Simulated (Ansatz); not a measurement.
Process, species as SMILES: C[C@H](Cl)CCCl → [CH2][C@H](Cl)CCCl + H atom (the C-H bond at the site shown breaks; other sites are not compared here)
Each molecule is optimised on its own at B3LYP-D3(BJ)/def2-TZVP (Ansatz, an electronic-structure program), one conformer each, not searched for the lowest.

Wanted: bond dissociation energy (electronic energy difference), in kcal/mol. Correlated levels leave the core frozen unless marked. UHF or UKS for open shells. Spin-orbit coupling is left out. No relativistic terms. CBS(X,Y): correlation extrapolated as X^-3; Hartree-Fock from the larger set.

Level to compare with: CCSD(T)/CBS(cc-pV(T+d)Z,cc-pV(Q+d)Z) (Ansatz), 109.8 kcal/mol. It is a level with limits of its own, and the differences hold the functionals' basis error too.

### Question
Rank these functionals by how close they come to CCSD(T)/CBS(cc-pV(T+d)Z,cc-pV(Q+d)Z), closest first: B3LYP/def2-TZVPD (Ansatz); wB97M-V/def2-TZVPD (Ansatz); PBE/def2-TZVPD (Ansatz).

### Answer
wB97M-V/def2-TZVPD (range-separated hybrid meta-GGA with VV10, 108.9 kcal/mol, difference -0.9), B3LYP/def2-TZVPD (global hybrid, 105.5 kcal/mol, difference -4.3), PBE/def2-TZVPD (GGA, 103.9 kcal/mol, difference -5.9)
